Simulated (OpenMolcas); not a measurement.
## Pd2+ in MgO

Pd2+ with its 6 nearest oxide ions at 2.193 Å, on the Mg site of MgO (a = 4.2112 Å, distance in the model lattice 2.106 Å). The rest of the host is ab initio model potentials to 7.6 Å, with orthogonalisation functions on the cations behind the ligands, and point charges beyond; the distance is set by hand and nothing relaxes. Ligand basis ANO-RCC-VDZP.
```
Pd    0.0000    0.0000    0.0000
O     2.1930    0.0000    0.0000
O     0.0000    2.1930    0.0000
O    -2.1930    0.0000    0.0000
O     0.0000   -2.1930    0.0000
O     0.0000    0.0000    2.1930
O     0.0000    0.0000   -2.1930
```

* Program: OpenMolcas
* Method: CASSCF
* Basis: ANO-RCC-VDZP [6s5p3d1f]
* Scalar Hamiltonian: DKH2, point nucleus
* Active space: 8 electrons in 5 orbitals (4d)
* State averaging: 2S+1 = 3 even, 10 roots; 2S+1 = 1 even, 15 roots
* Spin-orbit coupling: state interaction with AMFI integrals over the reference wave functions

The lowest spin-free states (labels of O, the rotations of Oh), above the lowest:

```
State  Degeneracy  E (cm-1)
  3A2           1       0.0
   1E           2     12100
  3T2           3     18794
  1A1           1     21721
  3T1           3     26603
  1T2           3     30168
  1T1           3     33954
  3T1           3     41499
  1T2           3     51132
   1E           2     51216
  1A1           1     69327
```

The lowest levels with spin-orbit coupling:

| E (cm-1) | Degeneracy | 2S+1 |
| --- | --- | --- |
| 0.0 | 3 | 3 |
| 11802 | 2 | 1 |
| 18487 | 3 | 3 |
| 18568 | 2 | 3 |
| 19319 | 3 | 3 |
| 19753 | 1 | 3 |
| 21252 | 1 | 1 (87 %) |
| 26675 | 3 | 3 |
| 26933 | 1 | 3 (87 %) |
| 27087 | 3 | 3 |
| 27422 | 2 | 3 |
| 30238 | 3 | 1 |
| 34280 | 3 | 1 |
| 41423 | 1 | 3 |
| 41771 | 3 | 3 |
| 42073 | 2 | 3 |
| 42231 | 3 | 3 |
| 51604 | 3 | 1 |
| 51670 | 2 | 1 |
| 69906 | 1 | 1 |

Powder χT (cm3 K/mol): 1.22 at 2 K, 1.22 at 10 K, 1.22 at 50 K, 1.22 at 100 K, 1.23 at 200 K, 1.23 at 300 K. The effective moment at 300 K is 2.828 √(χT) = 3.14 μB.

The lowest level has 2S+1 = 3, for which the spin-only value is χT = S(S+1) / 2 = 1.000 cm3 K/mol (g = 2). The computed 1.235 at 300 K differs by +0.235, through orbital momentum, spin-orbit coupling and any other state in reach.

Metal share of the active 4d orbitals (Löwdin): 80, 80, 91, 91, 91 %; Mulliken charge of the metal 0.87.

A least-squares ligand-field fit to the states below 45000 cm-1, each weighted by its degeneracy and with a free common offset, gives 10Dq = 18461 cm-1, B = 820 cm-1 and C = 2720 cm-1 (C/B = 3.32), with an rms deviation of 90 cm-1.

The same method and metal basis give the free ion B = 935 cm-1 (fit to its terms below 60000 cm-1, rms deviation 8 cm-1), so the nephelauxetic ratio is β = 820 / 935 = 0.88; it hangs on how both fits weigh the states, and computed free-ion B values tend to be too large, so β mixes covalency with correlation.

Without dynamic correlation the repulsion within the d shell is too large (B by tens of per cent), so at a given field states of lower spin stand too high. Real 4d8 and 5d8 ions are as a rule square planar and diamagnetic. The least metal-like active orbital is 80 % on the metal (Löwdin) and no ligand orbital is active, so the numbers are rough. With metal d orbitals alone the field can be off either way by tens of per cent. Ligand-to-metal charge-transfer states are missing. With no ligand orbital active B as a rule stays too high, so bands that hang on it stand too high and its fall with covalency is understated. No measured value stands beside these numbers; the geometry was set by hand and not optimised.
